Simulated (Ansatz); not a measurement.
A run for Ansatz (a first-principles code): R-CCSD(T)/cc-pVDZ on BH5N2 (SMILES NBN), a point of a torsion scan.

Ansatz 0.2 input:
```yaml
crystal:
  periodic: [false, false, false]
  atoms:
    - {symbol: N, position_ang: [1.06436375, -0.41927527, 0.32512891]}
    - {symbol: B, position_ang: [0.14839118, 0.64177925, 0.17933155]}
    - {symbol: N, position_ang: [0.43729316, 1.90498562, 0.71128688]}
    - {symbol: H, position_ang: [1.13520891, -1.15724700, -0.35148233]}
    - {symbol: H, position_ang: [1.94116897, -0.27302459, 0.79922423]}
    - {symbol: H, position_ang: [-0.84106591, 0.47820268, -0.42769452]}
    - {symbol: H, position_ang: [1.25707071, 2.09296901, 1.26268607]}
    - {symbol: H, position_ang: [-0.22344820, 2.66013834, 0.72731096]}
basis:
  gaussian:
    orbitals: cc-pVDZ
magnetization: {spin_polarized: false}
correlation: {method: ccsd_t, electrons: outside_noble_gas}
scf: {lower_state_search: off}
```

It printed:

```
WARN ansatz: RAYON_NUM_THREADS=1 ignored (pool sized by the plan → 1); use --threads N
Functional definition: HF
these checks for a lower state are left out or cut short: stability, starts, cluster_reference, orbital_swaps, neighbouring_geometries, increment
integrals: 0.04 GiB planned
618 factors; integrals over basis functions are off by at most 1.3e-3 eV
mean field: 0.10 GiB planned
mean field evaluation 1: about -3713.5078 eV, gradient 3.7e1 eV
mean field evaluation 2: about -3713.5077 eV, gradient 3.7e1 eV
mean field evaluation 4: about -3716.6137 eV, gradient 2.6e0 eV
mean field evaluation 8: about -3716.6382 eV, gradient 3.6e-5 eV
mean field -3716.63823570 eV, -136.5839359342 hartree, gradient 1.4e-6 eV, S^2 0.000000; 0 other end points of the search recorded, 0 dependent functions left out
3 core orbitals not correlated
reference -3716.63823570 eV, -136.5839359342 hartree; 9, 9 occupied and 55, 55 virtual orbitals, 618 factors
second order -11.71503437 eV of doubles, -0.00000000 eV of singles
coupled cluster: 0.14 GiB planned
cycle   1  -12.24819563 eV  change   -5.3e-1 eV  update   7.0e-2
cycle   2  -12.53662549 eV  change   -2.9e-1 eV  update   2.1e-2
cycle   3  -12.59643885 eV  change   -6.0e-2 eV  update   1.0e-2
cycle   4  -12.59162655 eV  change    4.8e-3 eV  update   2.9e-3
cycle   5  -12.59138279 eV  change    2.4e-4 eV  update   9.4e-4
cycle   6  -12.59117462 eV  change    2.1e-4 eV  update   2.4e-4
cycle   7  -12.59106999 eV  change    1.0e-4 eV  update   6.6e-5
cycle   8  -12.59105028 eV  change    2.0e-5 eV  update   2.1e-5
cycle   9  -12.59104577 eV  change    4.5e-6 eV  update   5.3e-6
perturbative correction -0.31891742 eV, -0.0117199992 hartree
Total energy: -3729.54819889 eV, -137.0583683308 hartree
Checks for a lower state left out: stability, starts, cluster_reference, orbital_swaps, neighbouring_geometries, increment
```

The run converged.

Cost: about 1.7 core-seconds (a rough figure).
